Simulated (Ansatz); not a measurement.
CCl₂Se, SMILES `ClC(Cl)=[Se]` at its PBE0-D4/def2-TZVP geometry, where that method's forces vanish. The species carries charge 0 and has multiplicity 1.

```xyz
4

Cl   -0.5504   -1.1385    1.1177
C    -0.0017    0.0425    0.0071
Cl    0.6216   -0.6692   -1.4192
Se   -0.0695    1.7652    0.2944
```

Question: What forces (eV/Å) does r2SCAN-D4/def2-TZVPP give on these atoms in Ansatz 0.2.0? (An estimate is asked.)

Answer: Computed: 
```
Cl1 -0.086 -0.215  0.172
C2  -0.004  0.097  0.016
Cl3  0.100 -0.140 -0.231
Se4 -0.010  0.258  0.043
```
